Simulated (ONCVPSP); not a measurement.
## Building the ONCV potential for copper (PBE, scalar-relativistic).

The input file (ONCVPSP 4.0.1):

```
# ATOM AND REFERENCE CONFIGURATION
# atsym  z   nc   nv     iexc    psfile
  Cu 29.00    3    4        4      upf
#
#   n    l    f
    1    0    2.00
    2    0    2.00
    2    1    6.00
    3    0    2.00
    3    1    6.00
    3    2   10.00
    4    0    1.00
#
# PSEUDOPOTENTIAL AND OPTIMIZATION
# lmax
    2
#
#   l,   rc,      ep,       ncon, nbas, qcut
    0    1.10    0.00    4    9   12.70
    1    0.80    0.00    5    8    9.80
    2    0.75    0.00    3    7   11.10
#
# LOCAL POTENTIAL
# lloc, lpopt,  rc(5),   dvloc0
    2    5    0.75    0.00
#
# VANDERBILT-KLEINMAN-BYLANDER PROJECTORs
# l, nproj, debl
    0    2    1.20
    1    2    3.70
    2    0    2.70
#
# MODEL CORE CHARGE
# icmod, fcfact, rcfact
    0    0.00    0.00
#
# LOG DERIVATIVE ANALYSIS
# epsh1, epsh2, depsh
   -6.00    5.00    0.04
#
# OUTPUT GRID
# rlmax, drl
    6.00    0.01
#
# TEST CONFIGURATIONS
# ncnf
    4
# nvcnf
#   n    l    f
    4
    3    0    2.00
    3    1    6.00
    3    2   10.00
    4    0    0.00
#
    4
    3    0    2.00
    3    1    6.00
    3    2    9.00
    4    0    0.00
#
    4
    3    0    2.00
    3    1    6.00
    3    2    8.00
    4    0    0.00
#
    4
    3    0    2.00
    3    1    5.00
    3    2   10.00
    4    0    1.00
#
```

Command:

```bash
oncvpsp.x < Cu.dat > Cu.out
```

Resulting log (shortened: citation, most of the input echo, consistency checks and plot data are left out):

```
ONCVPSP  (Optimized Norm-Conservinng Vanderbilt PSeudopotential)
scalar-relativistic version 4.0.1

#   n    l    f        energy (Ha)
    1    0    2.00    -3.2527452E+02
    2    0    2.00    -3.9045224E+01
    2    1    6.00    -3.3698282E+01
    3    0    2.00    -4.2152924E+00
    3    1    6.00    -2.6512387E+00
    3    2   10.00    -1.8516466E-01
    4    0    1.00    -1.6941097E-01

Reference configufation results
  iterations    31
  all-electron total energy (Ha)   -1.65484922D+03

Begin loop to  construct optimized pseudo wave functions
and semi-local pseudopoentials for all angular momenta

Calculating optimized projector #   1

 for l=   0

    Fraction of norm inside rc  0.915403
    Optimizing pswf for qcut=  12.71 a_B^-1,  ecut=  80.83 Ha
    Residual kinetic energy error=  1.68D-07 Ha

    Energy error per electron        Cutoff
         Ha          eV             Ha
         0.01000     0.27211       40.46
         0.00100     0.02721       52.74
         0.00010     0.00272       62.11
         0.00001     0.00027       69.61

Calculating optimized projector #   2

 for l=   0

    Fraction of norm inside rc  0.025074
    Optimizing pswf for qcut=  12.71 a_B^-1,  ecut=  80.83 Ha
    Residual kinetic energy error=  6.32D-08 Ha

    Energy error per electron        Cutoff
         Ha          eV             Ha
         0.01000     0.27211       22.32
         0.00100     0.02721       41.84
         0.00010     0.00272       54.94
         0.00001     0.00027       64.93

   Wellstate for l =  1  n =  4
     eigenvalue =   1.0488
     asymptotic potential =   1.5488
     half-point radius =  1.9250

Calculating optimized projector #   1

 for l=   1

    Fraction of norm inside rc  0.627218
    Optimizing pswf for qcut=   9.80 a_B^-1,  ecut=  47.99 Ha
    Residual kinetic energy error=  3.74D-03 Ha

    Energy error per electron        Cutoff
         Ha          eV             Ha
         0.01000     0.27211       33.96
         0.00100     0.02721      201.42
         0.00010     0.00272      285.88
         0.00001     0.00027      325.65

Calculating optimized projector #   2

 for l=   1

    Fraction of norm inside rc  0.066292
    Optimizing pswf for qcut=   9.80 a_B^-1,  ecut=  47.99 Ha
    Residual kinetic energy error=  5.52D-04 Ha

    Energy error per electron        Cutoff
         Ha          eV             Ha
         0.01000     0.27211       28.89
         0.00100     0.02721       39.14
         0.00010     0.00272      129.28
         0.00001     0.00027      355.01

Calculating optimized projector #   1

 for l=   2

    Fraction of norm inside rc  0.408043
    Optimizing pswf for qcut=  11.08 a_B^-1,  ecut=  61.34 Ha
    Residual kinetic energy error=  8.80D-02 Ha

    Energy error per electron        Cutoff
         Ha          eV             Ha
         0.01000     0.27211      281.19
         0.00100     0.02721      452.60

Construct Vanderbilt / Kleinmman-Bylander projectors

B matrix Hermiticity error, ll=   0
   1   2    4.2629E-04

  Orthonormal projector coefficients -1.0432E+02  2.1404E+01

B matrix Hermiticity error, ll=   1
   1   2    6.8361E-04

  Orthonormal projector coefficients -2.2326E+01  1.3862E+01

Pseudoatom total energy -196.029867

Diagnostic tests using Vanderbilt-Kleinman-Bylander pseudopotentials
  1 or more projectors used as specified by nproj input data

   l    rcore       rmatch      e in        delta e   norm test  slope test

   0   1.1036626   1.1371722  -4.2152924   0.0000211   1.0001657   1.0001620
   0   1.1036626   1.1371722  -0.1694110   0.0000076   1.0000781   1.0000608

   1   0.8037914   0.8281963  -2.6512387  -0.0001061   1.0002554   1.0003110
   1   0.8037914   0.8281963   1.0487613  -0.0000538   1.0004714   1.0004714

   2   0.7526024   0.7754530  -0.1851647  -0.0004808   0.9997452   0.9983352

 Testing for bound ghosts
   n   l    E NL Schr. Eq   E Basis Diag.   E Cutoff

       0                      -44.031091    287.36  WARNING - GHOST(-)
   1   0       -4.215271       -4.208305    287.36
   2   0       -0.169403        0.125762    287.36

   2   1       -2.651345       -2.645215    467.65

 Testing for highly-localized positive-energy ghosts
       l    <radius>/rc     E Basis Diag.   E Cutoff

Test configuration 0

   n   l     f        eae           eps        diff
   1   0  2.0000 -325.27451999
   2   0  2.0000  -39.04522397
   2   1  6.0000  -33.69828223
   3   0  2.0000   -4.21529237   -4.21527125    2.11D-05
   3   1  6.0000   -2.65123870   -2.65134475   -1.06D-04
   3   2 10.0000   -0.18516466   -0.18564543   -4.81D-04
   4   0  1.0000   -0.16941097   -0.16940337    7.60D-06

    Total energies and differences
      AE_ref= -1.65484922D+03  AE_tst= -1.65484922D+03  dif=  0.00D+00
      PS_ref= -1.96029867D+02  PS_tst= -1.96029867D+02  dif= -1.71D-13
      PSP excitation error=  1.71D-13

Test configuration 1

   n   l     f        eae           eps        diff
   1   0  2.0000 -325.59186900
   2   0  2.0000  -39.35290449
   2   1  6.0000  -34.00678728
   3   0  2.0000   -4.53200588   -4.53146589    5.40D-04
   3   1  6.0000   -2.96913099   -2.96888974    2.41D-04
   3   2 10.0000   -0.50194273   -0.50250029   -5.58D-04

    Total energies and differences
      AE_ref= -1.65484922D+03  AE_tst= -1.65454971D+03  dif=  3.00D-01
      PS_ref= -1.96029867D+02  PS_tst= -1.95730393D+02  dif=  2.99D-01
      PSP excitation error=  3.91D-05

Test configuration 2

   n   l     f        eae           eps        diff
   1   0  2.0000 -326.21755518
   2   0  2.0000  -39.99094519
   2   1  6.0000  -34.64342349
   3   0  2.0000   -5.15541721   -5.15698305   -1.57D-03
   3   1  6.0000   -3.58743895   -3.58902040   -1.58D-03
   3   2  9.0000   -1.08881248   -1.09047706   -1.66D-03

    Total energies and differences
      AE_ref= -1.65484922D+03  AE_tst= -1.65376575D+03  dif=  1.08D+00
      PS_ref= -1.96029867D+02  PS_tst= -1.94945329D+02  dif=  1.08D+00
      PSP excitation error= -1.07D-03

Test configuration 3

psatom: WARNING lschvkbb convergence error n,l,iter=   3   2   3
ea(ii),et,emin,emax -1.856454E-01 -2.042100E-01 -2.042100E-01 -2.042100E-01
run_config: WARNING for fully non-local PS atom, stg. 1
 WARNING no output for configuration 4

Test configuration 4

   n   l     f        eae           eps        diff
   1   0  2.0000 -326.01809516
   2   0  2.0000  -39.66522492
   2   1  6.0000  -34.33140229
   3   0  2.0000   -4.79498349   -4.79503493   -5.14D-05
   3   1  5.0000   -3.22613340   -3.22487841    1.25D-03
   3   2 10.0000   -0.72294243   -0.72534077   -2.40D-03
   4   0  1.0000   -0.50316827   -0.50293653    2.32D-04

    Total energies and differences
      AE_ref= -1.65484922D+03  AE_tst= -1.65192630D+03  dif=  2.92D+00
      PS_ref= -1.96029867D+02  PS_tst= -1.93106627D+02  dif=  2.92D+00
      PSP excitation error= -3.18D-04
```

Note: ghosts flagged at negative energy: s at -1198.1 eV; no localised positive-energy state flagged. A true bound ghost makes a file unfit for plane-wave use.

The run took about 2.6 s on one core of a shared server CPU.
